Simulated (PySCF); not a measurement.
Molfile (atoms numbered from 1):
```
C7H3F3
     RDKit          3D

 13 12  0  0  0  0  0  0  0  0999 V2000
    1.3041   -1.9732    0.6076 C   0  0  0  0  0  0  0  0  0  0  0  0
    0.8807   -0.9150    0.2313 C   0  0  0  0  0  0  0  0  0  0  0  0
    0.4022    0.3441   -0.2069 C   0  0  0  0  0  0  0  0  0  0  0  0
    1.3599    1.3889   -0.2208 C   0  0  0  0  0  0  0  0  0  0  0  0
    2.1955    2.2503   -0.2199 C   0  0  0  0  0  0  0  0  0  0  0  0
   -0.8706    0.5513   -0.5857 C   0  0  0  0  0  0  0  0  0  0  0  0
   -1.8899   -0.5371   -0.5713 C   0  0  0  0  0  0  0  0  0  0  0  0
   -2.0651   -1.0858    0.6470 F   0  0  0  0  0  0  0  0  0  0  0  0
   -1.5868   -1.5608   -1.3945 F   0  0  0  0  0  0  0  0  0  0  0  0
   -3.0930   -0.0869   -0.9580 F   0  0  0  0  0  0  0  0  0  0  0  0
    1.6619   -2.9038    0.9350 H   0  0  0  0  0  0  0  0  0  0  0  0
    2.9157    3.0135   -0.2241 H   0  0  0  0  0  0  0  0  0  0  0  0
   -1.2192    1.5150   -0.9186 H   0  0  0  0  0  0  0  0  0  0  0  0
  1  2  3  0
  2  3  1  0
  3  4  1  0
  4  5  3  0
  3  6  2  3
  6  7  1  0
  7  8  1  0
  7  9  1  0
  7 10  1  0
  1 11  1  0
  5 12  1  0
  6 13  1  0
M  END
```

Computed data (PySCF): GIAO PBE0/pcSseg-1 shieldings, coordinates at the GFN2-xTB level. Averaged over atoms made equivalent by symmetry, fast rotation or ring inversion, isolated molecule, no relativistic terms, one conformer.

Chemical shifts δ = σref − σ; ¹³C (σ = 186.93 ppm), ¹H (σ = 31.72 ppm) vs TMS; ¹⁹F (σ = 170.95 ppm) against CFCl3, all at this level.

```tsv
atoms	nucleus	count	δ (ppm)
C1	¹³C	1	?
C3	¹³C	1	?
C6	¹³C	1	146.4
F8/F9/F10	¹⁹F	3	-72.4
C4	¹³C	1	83.9
H13	¹H	1	6.74
H11	¹H	1	3.46
C5	¹³C	1	94.7
H12	¹H	1	?
C2	¹³C	1	81.0
C7	¹³C	1	132.3
```

**Question.** Fill in the missing shifts.

**Answer.** 
- C3: 122.3 ppm, fully substituted alkene carbon; as expected for a trigonal carbon in a double bond
- C1: 102.6 ppm, terminal alkyne carbon; sp carbons lie upfield of alkene carbons because the cylindrical π system leaves one tensor component strongly shielded
- H12: 3.04 ppm, hydrogen on a terminal alkyne carbon; it lies on the axis of the triple bond, in its shielding cone

Shifts are as computed. Against solution values, carbons near 30 ppm lie about +3 ppm off and those near 130 ppm about +5 ppm. Of 1211 compounds with measured shifts, 218 miss one by over three times the rms of a fit or turn the order of signals round; such compounds aren't used in these exercises. Unscaled 19F shifts against computed CFCl3 carry errors that often reach 10 to 50 ppm.
